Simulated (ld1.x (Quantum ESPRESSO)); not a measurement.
# bismuth, TM: configuration errors across variants

bismuth, norm-conserving Troullier–Martins (Kleinman–Bylander form), made with ld1.x (Quantum ESPRESSO) 7.5 (PBE, fully relativistic). Core [Xe] 4f14 5d10, reference 6s2 6p3. Waves: 6p (bound): rc 2.45 bohr; 6s (bound): rc 2.05 bohr. Local part: the s channel. Core correction: Bessel-smoothed model core inside 1.90 bohr.

Open shells are filled in proportion to 2j + 1 (rel_dist='average').

All-electron excitation energies from the reference (eV): (1) 6s2 6p2 8.059; (2) 6s2 6p1 23.484; (3) 6s2 6p0 47.046; (4) 6s2 6p3.3 -1.135; (5) 6s0 6p5 20.036; (6) 6s2 6p2.5 3.168; (7) 6s1 6p3 18.648.

3 further variants failed, have other tests or another functional or relativity, and are left out.

A true bound ghost makes a file unfit for plane-wave use even where its test errors are small: the radial tests pick states by their node count and pass the ghost by.

The file “local potential the p channel” misses its own reference levels by 1.4 eV.

Errors AE − PS in meV (a dash: test not solved or not reliable):

| change | (1) | (2) | (3) | (4) | (5) | (6) | (7) | bound ghosts |
| --- | --- | --- | --- | --- | --- | --- | --- | --- |
| base | -9.4 | -71 | -256 | -0.1 | -116 | -1.6 | -60 | none |
| wave 6s (bound): rc 2.05 bohr becomes 6s (bound): rc 2.54 bohr | -7.9 | -61 | -226 | -0.1 | -194 | -1.3 | -75 | none |
| wave 6p (bound): rc 2.45 bohr becomes 6p (bound): rc 1.62 bohr | -11 | – | -312 | -0.3 | -106 | -1.8 | -57 | p1/2, p3/2 |
| type ultrasoft; waves now 6s (bound): rcut 1.80, rcutus 2.05 bohr; 6s channel at -0.6 Ry: rcut 1.80, rcutus 2.05 bohr; 6p (bound): rcut 2.15, rcutus 2.45 bohr; 6p channel at 4.3 Ry: rcut 2.15, rcutus 2.45 bohr; local potential all-electron potential smoothed inside 2.15 bohr (lloc = -2); augmentation PSQ, inside the norm-conserving radii | -13 | -91 | -314 | -0.3 | -122 | -2.3 | -80 | none |
| core correction Bessel-smoothed model core inside 1.72 bohr | -9.4 | -71 | -256 | -0.1 | -117 | -1.6 | -60 | none |
| local potential the p channel | +103 | +164 | +115 | -35 | -357 | +55 | -58 | none |
| all radii but the core radius scaled by about 1.40 (s 2.86, p 3.42 bohr) | -6.8 | -69 | -296 | +0.1 | -199 | -0.9 | -70 | none |
| wave 6s (bound): rc 2.05 bohr becomes 6s (bound): rc 2.00 bohr | -9.4 | -71 | -256 | -0.1 | -115 | -1.6 | -60 | none |

Give the same row for: all radii but the core radius scaled by about 1.07 (s 2.20, p 2.62 bohr).

-9.3, -70, -256, -0.1, -119, -1.6, -60; bound ghosts: none.
